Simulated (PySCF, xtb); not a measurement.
NbSFCl2, SMILES [F][Nb](=[S])([Cl])[Cl], multiplicity 1.

Harmonic wavenumbers (cm⁻¹) from GFN2-xTB (xtb) at its own minimum, in rising order: 97, 102, 127, 128, 158, 338, 371, 450, 488.

### Question
What does PBE-D3(BJ)/def2-SVP (PySCF) give at its own minimum? (An estimate is asked for; the answer gives what the named calculation found.)

### Answer
104, 136, 136, 150, 190, 398, 434, 564, 703. Paired by order, the mean absolute difference is 62 cm⁻¹ and the zero-point energies are 3.2 and 4.0 kcal/mol.
